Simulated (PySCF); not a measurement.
SMILES C=Cc1ccc(S)s1 (C6H6S2), GFN2-xTB optimised geometry.

```
14

C      2.55    -0.82     0.00
C      1.78     0.27     0.00
C      0.35     0.27     0.00
C     -0.49     1.35     0.00
C     -1.86     1.02     0.00
C     -2.06    -0.32     0.00
S     -3.62    -1.13     0.00
S     -0.57    -1.21     0.00
H      2.12    -1.81     0.00
H      3.62    -0.75     0.00
H      2.23     1.26     0.00
H     -0.13     2.37     0.00
H     -2.65     1.74     0.00
H     -3.13    -2.37     0.00
```

Density from PySCF 2.14.0 with B3LYP/def2-TZVP at that geometry.

Minimum of the electron density along straight lines between bonded atoms, close to the bond critical point (lines longer than 1.1 times the sum of covalent radii, or with two minima, are not listed):

```json
[
 {"bond": "C1–C2", "length / Å": "1.330", "ρ at the minimum / e bohr⁻³": "0.356", "∇²ρ there / e bohr⁻⁵": "-1.11", "position (fraction from the first atom)": "0.49"},
 {"bond": "C2–C3", "length / Å": "1.436", "ρ at the minimum / e bohr⁻³": "0.293", "∇²ρ there / e bohr⁻⁵": "-0.85", "position (fraction from the first atom)": "0.49"},
 {"bond": "C3–C4", "length / Å": "1.369", "ρ at the minimum / e bohr⁻³": "0.331", "∇²ρ there / e bohr⁻⁵": "-0.98", "position (fraction from the first atom)": "0.51"},
 {"bond": "C4–C5", "length / Å": "1.406", "ρ at the minimum / e bohr⁻³": "0.310", "∇²ρ there / e bohr⁻⁵": "-0.90", "position (fraction from the first atom)": "0.50"},
 {"bond": "C5–C6", "length / Å": "1.364", "ρ at the minimum / e bohr⁻³": "0.331", "∇²ρ there / e bohr⁻⁵": "-0.97", "position (fraction from the first atom)": "0.48"},
 {"bond": "C6–S7", "length / Å": "1.754", "ρ at the minimum / e bohr⁻³": "0.203", "∇²ρ there / e bohr⁻⁵": "-0.41", "position (fraction from the first atom)": "0.49"},
 {"bond": "C3–S8", "length / Å": "1.745", "ρ at the minimum / e bohr⁻³": "0.208", "∇²ρ there / e bohr⁻⁵": "-0.41", "position (fraction from the first atom)": "0.47"},
 {"bond": "C6–S8", "length / Å": "1.734", "ρ at the minimum / e bohr⁻³": "0.212", "∇²ρ there / e bohr⁻⁵": "-0.43", "position (fraction from the first atom)": "0.49"},
 {"bond": "C1–H9", "length / Å": "1.078", "ρ at the minimum / e bohr⁻³": "0.288", "∇²ρ there / e bohr⁻⁵": "-1.02", "position (fraction from the first atom)": "0.64"},
 {"bond": "C1–H10", "length / Å": "1.075", "ρ at the minimum / e bohr⁻³": "0.290", "∇²ρ there / e bohr⁻⁵": "-1.04", "position (fraction from the first atom)": "0.64"},
 {"bond": "C2–H11", "length / Å": "1.083", "ρ at the minimum / e bohr⁻³": "0.287", "∇²ρ there / e bohr⁻⁵": "-1.03", "position (fraction from the first atom)": "0.64"},
 {"bond": "C4–H12", "length / Å": "1.076", "ρ at the minimum / e bohr⁻³": "0.290", "∇²ρ there / e bohr⁻⁵": "-1.05", "position (fraction from the first atom)": "0.65"},
 {"bond": "C5–H13", "length / Å": "1.075", "ρ at the minimum / e bohr⁻³": "0.290", "∇²ρ there / e bohr⁻⁵": "-1.05", "position (fraction from the first atom)": "0.65"},
 {"bond": "S7–H14", "length / Å": "1.331", "ρ at the minimum / e bohr⁻³": "0.224", "∇²ρ there / e bohr⁻⁵": "-0.68", "position (fraction from the first atom)": "0.64"}
]
```
